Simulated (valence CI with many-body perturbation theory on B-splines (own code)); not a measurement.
# Sb20+: calculated level list

Method: valence CI with perturbative core correlation (CI+MBPT): three valence electrons over a frozen Dirac-Fock core [Ar] 3d10, radial functions for each j: 11 s, 11 p, 10 d, 8 f, 5 g, 2 h, with the one-electron correlation potential Σ1, the two-electron term Σ2, the three-electron term Σ3, Breit, model QED; selected CI, second order for the rest, scaled by the run's own slope (own B-spline code, finite nucleus).

No measured levels were compared; by estimate levels hold to about 250 cm⁻¹ or 0.2 % of their energy and the worst to 1 %, as in measured heavy ions of charge 2 to 7; those with d or f electrons hold less well.

Levels 91 to 135 of 182, with energies above the lowest level, 4s²4p ²P°_1/2. "Leading %" is the weight of the configuration and term that name the level; weights of strongly mixed levels are sums over their largest components and can fall short, so below about 35 % the name and the second component can differ from the true leading terms, or belong to a minority configuration. Lifetimes count E1, E2, E3, M1 and M2 decay at the calculated energies, and are blank where another channel may lead or the interval is too uncertain; long ones can be off by a factor of two.

| No. | Configuration | Term | J | E (cm⁻¹) | Leading % | g | Lifetime | Second component |
| --- | --- | --- | --- | --- | --- | --- | --- | --- |
| 91 | 4s4d² | ²D | 5/2 | 1856700 | 33 | 1.173 | 4.34 ps | 18 % 4s4d² ⁴P |
| 92 | 4s4p4f | ⁴F | 9/2 | 1861000 | 46 | 1.306 | 3.66 ps | 37 % 4s4d² ⁴F |
| 93 | 4s4p4f | ⁴F | 7/2 | 1861700 | 50 | 1.246 | 4.00 ps | 22 % 4s4d² ⁴F |
| 94 | 4s4p4f | ⁴D | 5/2 | 1863900 | 50 | 1.222 | 5.05 ps | 24 % 4s4p4f ⁴F |
| 95 | 4s4p4f | ⁴D | 3/2 | 1864500 | 80 | 1.052 | 5.74 ps | 13 % 4s4p4f ⁴F |
| 96 | 4s4p4f | ⁴D | 1/2 | 1865300 | 99 | -0.002 | 6.51 ps |  |
| 97 | 4s4d² | ²F | 5/2 | 1886600 | 44 | 0.872 | 4.89 ps | 36 % 4s4p4f ²F |
| 98 | 4s4p4f | ²F | 7/2 | 1886800 | 40 | 1.050 | 4.62 ps | 32 % 4s4p4f ²G |
| 99 | 4s4d² | ²F | 7/2 | 1896900 | 53 | 1.113 | 5.46 ps | 23 % 4s4p4f ²F |
| 100 | 4s4p4f | ²D | 5/2 | 1911100 | 34 | 1.088 | 3.38 ps | 17 % 4s4d² ²D |
| 101 | 4s4d² | ²P | 1/2 | 1927100 | 45 | 1.299 | 2.95 ps | 42 % 4s4d² ²S |
| 102 | 4s4p4f | ²G | 9/2 | 1930600 | 87 | 1.111 | 4.52 ps | 10 % 4s4d² ²G |
| 103 | 4s4d² | ²P | 3/2 | 1944100 | 46 | 1.097 | 3.29 ps | 29 % 4s4p4f ²D |
| 104 | 4s4d² | ²S | 1/2 | 1947000 | 49 | 1.383 | 3.41 ps | 40 % 4s4d² ²P |
| 105 | 4s4p4f | ²D | 3/2 | 1950000 | 37 | 1.018 | 3.67 ps | 36 % 4s4d² ²P |
| 106 | 4s4p4f | ²D | 3/2 | 1978100 | 83 | 0.795 | 3.59 ps | 7 % 4p²4d ²D |
| 107 | 4s4p4f | ²D | 5/2 | 1979100 | 36 | 1.023 | 2.98 ps | 27 % 4s4p4f ²F |
| 108 | 4s4p4f | ²F | 7/2 | 1979200 | 46 | 1.111 | 2.55 ps | 27 % 4s4d² ²F |
| 109 | 4s4p4f | ²D | 5/2 | 1981500 | 59 | 1.098 | 3.23 ps | 18 % 4s4p4f ²F |
| 110 | 4s4p4f | ²G | 9/2 | 1983200 | 60 | 1.117 | 2.73 ps | 31 % 4s4d² ²G |
| 111 | 4s4p4f | ²G | 7/2 | 1995700 | 60 | 0.913 | 2.79 ps | 26 % 4s4d² ²G |
| 112 | 4s²5p | ²P° | 1/2 | 2030800 | 97 | 0.666 | 3.68 ps |  |
| 113 | 4s²5p | ²P° | 3/2 | 2071800 | 96 | 1.334 | 3.80 ps |  |
| 114 | 4p4d² | ⁴G° | 5/2 | 2111500 | 50 | 0.701 | 37.6 ps | 21 % 4p4d² ²F° |
| 115 | 4p4d² | ⁴G° | 7/2 | 2143600 | 58 | 1.029 | 30.7 ps | 15 % 4p²4f ⁴G° |
| 116 | 4p²4f | ²G° | 7/2 | 2156200 | 20 | 1.055 | 13.6 ps | 19 % 4p4d² ²G° |
| 117 | 4p4d² | ⁴G° | 5/2 | 2158500 | 28 | 0.967 | 12.4 ps | 12 % 4p4d² ²F° |
| 118 | 4p4d² | ²H° | 9/2 | 2164400 | 35 | 1.030 | 23.3 ps | 17 % 4p4d² ²G° |
| 119 | 4p4d² | ²D° | 3/2 | 2172600 | 49 | 0.924 | 10.1 ps | 20 % 4p4d² ⁴D° |
| 120 | 4p²4f | ⁴G° | 5/2 | 2185300 | 37 | 0.849 | 4.98 ps | 12 % 4p²4f ⁴F° |
| 121 | 4s4p5s | ⁴P° | 1/2 | 2185700 | 91 | 2.491 | 1.75 ps | 7 % 4s4p5s ²P° |
| 122 | 4p4d² | ⁴G° | 9/2 | 2186800 | 53 | 1.127 | 26.6 ps | 12 % 4p4d² ²H° |
| 123 | 4p4d² | ⁴D° | 1/2 | 2188700 | 84 | 0.274 | 7.57 ps | 7 % 4p4d² ⁴P° |
| 124 | 4p4d² | ²F° | 7/2 | 2191900 | 22 | 1.208 | 13.0 ps | 20 % 4p4d² ⁴D° |
| 125 | 4p4d² | ⁴P° | 1/2 | 2193100 | 50 | 2.138 | 6.01 ps | 36 % 4p4d² ²S° |
| 126 | 4s4p5s | ⁴P° | 3/2 | 2204500 | 81 | 1.656 | 1.64 ps | 17 % 4s4p5s ²P° |
| 127 | 4p4d² | ⁴F° | 3/2 | 2207500 | 46 | 0.805 | 3.73 ps | 13 % 4p4d² ⁴D° |
| 128 | 4p4d² | ²F° | 5/2 | 2208500 | 28 | 1.079 | 8.19 ps | 26 % 4p4d² ⁴D° |
| 129 | 4p4d² | ⁴D° | 3/2 | 2216600 | 44 | 1.096 | 7.49 ps | 22 % 4p4d² ²D° |
| 130 | 4p²4f | ²H° | 11/2 | 2218600 | 29 | 1.185 | 34.7 ps | 27 % 4p4d² ⁴G° |
| 131 | 4s4p5s | ²P° | 1/2 | 2223300 | 93 | 0.774 | 1.63 ps | 5 % 4s4p5s ⁴P° |
| 132 | 4p4d² | ⁴D° | 5/2 | 2226000 | 31 | 1.193 | 4.62 ps | 22 % 4p4d² ⁴F° |
| 133 | 4p²4f | ²G° | 7/2 | 2226100 | 19 | 1.063 | 8.73 ps | 13 % 4p4d² ²G° |
| 134 | 4p²4f | ²G° | 7/2 | 2231800 | 25 | 1.089 | 5.14 ps | 15 % 4p4d² ⁴D° |
| 135 | 4p²4f | ⁴G° | 9/2 | 2233800 | 31 | 1.120 | 8.30 ps | 15 % 4p4d² ²G° |

Names give the largest LS component (configuration and term), which can be under half, so a name can repeat, a term be missing and a line seem to break the LS rules; names also repeat where a configuration has a term twice.

Where two levels of one J and parity lie close, their mixing, g and order are uncertain.
